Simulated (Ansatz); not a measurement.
`[CH3][Nb](=[O])([F])[Cl]` + NH₃ → `[CH3][Nb]([NH2])(=[O])[Cl]` + H–F at 400 K and 1 bar (ligand exchange at the Nb–F bond).

Gas-phase electronic energies from Ansatz, PBE0-D4/def2-TZVP geometries. CBS: MP2 limit from def2 TZ/QZ plus the TZ coupled-cluster correction, frozen cores. This one scheme is used for every species. Elements past krypton have def2 core potentials. For Nb outer-core shells are correlated without core-valence functions, which leaves a few kJ/mol of doubt a bond. Each species was taken in one conformer, which may not be the lowest.

| species | CCSD(T)/CBS energy (Eh) | H − E (kJ/mol) | S (J/(mol·K)) |
| --- | --- | --- | --- |
| `[CH3][Nb](=[O])([F])[Cl]` | -731.70527 | 142.6 | 399.0 |
| NH₃ | -56.50880 | 104.2 | 203.1 |
| `[CH3][Nb]([NH2])(=[O])[Cl]` | -687.79435 | 207.6 | 414.1 |
| H–F | -100.39570 | 36.5 | 182.2 |

H − E and S are ideal-gas, rigid-rotor, harmonic terms from PBE0-D4/def2-TZVP, for one conformer and one mirror image of each species. 1 Eh = 2625.50 kJ/mol, R = 8.31446 J/(mol·K).

Question: By hand: ΔE, ΔH, ΔS and ΔG.

Answer: ΔE = (-687.79435) + (-100.39570) − (-731.70527) − (-56.50880) = 0.02402 Eh = 63.1 kJ/mol. Δ(H − E) = 207.6 + 36.5 − 142.6 − 104.2 = -2.7, so ΔH = 60.4 kJ/mol. ΔS = 414.1 + 182.2 − 399.0 − 203.1 = -5.8 J/(mol·K). ΔG = 60.4 − 400 × (-5.8)/1000 = 62.7 kJ/mol.

Question: By hand: the equilibrium constant, and the temperature at which ΔG would vanish if ΔH and ΔS stayed fixed.

Answer: log₁₀ K = −ΔG/(RT ln 10) = -8.2. ΔH and −TΔS have one sign here, so there is no such temperature. One of them is within its doubt of zero, so this could turn.

The number of gas molecules stays the same, so ΔS is small and ΔH decides. A doubt of 5 kJ/mol in ΔE shifts log₁₀ K by 0.7 here. Other conformers and mirror images would add mixing entropy, several J/(mol·K) or more a flexible species. These are equilibria of isolated gas molecules and say nothing of rates. Largest T1 diagnostic: 0.021 (customary marks: 0.02 for closed shells, 0.045 for open ones).
